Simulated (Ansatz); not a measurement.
SnO2. The state is a triplet with charge 0. Geometry r2SCAN-D4/def2-TZVPD, that of the charge -1 doublet.

Cartesian coordinates in Å:
```
Sn -0.459 0.035 -0.338
O 0.108 1.642 0.506
O 0.351 -1.677 -0.168
```

In the def2 sets Sn takes a core potential; there is no spin–orbit coupling. At PBE0-D4/def2-TZVPD a singlet of charge 0 lies 0.17 eV below the triplet at the same geometry. The structure comes from a short search, and lower isomers may exist.

Question: Estimate the α-spin orbital energies around the gap (eV) in Ansatz with PBE-D4/def2-TZVPD, r2SCAN-D4/def2-TZVPD, PBE0-D4/def2-TZVPD.

Answer: 
```tsv
orbital	PBE-D4/def2-TZVPD	r2SCAN-D4/def2-TZVPD	PBE0-D4/def2-TZVPD
HOMO−5	-9.54	-10.29	-11.99
HOMO−4	-9.25	-10.02	-11.57
HOMO−3	-8.67	-9.25	-10.53
HOMO−2	-8.40	-8.88	-10.30
HOMO−1	-7.76	-8.28	-9.70
HOMO	-6.54	-6.87	-7.67
LUMO	-3.19	-3.08	-2.42
LUMO+1	-1.60	-1.23	-0.79
LUMO+2	-0.44	0.17	0.24
LUMO+3	0.04	0.94	0.55
LUMO+4	1.43	2.28	1.89
LUMO+5	1.43	2.30	1.95
β HOMO	-7.23	-7.47	-8.07
β LUMO	-6.77	-6.36	-5.36
```
